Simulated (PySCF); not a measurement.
C3H4O.

```xyz
8

O      0.0000     0.0000    -1.5828
C      0.0000     0.0000    -0.3860
C      0.0000    -0.7840     0.8605
C      0.0000     0.7840     0.8605
H     -0.9210    -1.2956     1.1630
H      0.9210    -1.2956     1.1630
H      0.9210     1.2956     1.1630
H     -0.9210     1.2956     1.1630
```

Coordinates come from a B3LYP-D3(BJ)/def2-SVP optimisation.

Level of theory: PBE/pcSseg-1 in PySCF. Non-relativistic, no solvent.

Q: Give the absolute GIAO shielding of each atom: isotropic value and principal components (ppm). (An estimate is asked for; the answer gives what the named calculation found.)

A: 
```tsv
atom	σ(iso)	σ11	σ22	σ33	span
O1	-311.8	-961.8	-411.5	437.9	1399.7
C2	-33.7	-113.3	-95.3	107.7	221.0
C3	174.8	152.0	161.2	211.2	59.2
C4	174.8	152.0	161.2	211.2	59.2
H5	29.8	25.2	27.7	36.4	11.2
H6	29.8	25.2	27.7	36.4	11.2
H7	29.8	25.2	27.7	36.4	11.2
H8	29.8	25.2	27.7	36.4	11.2
```
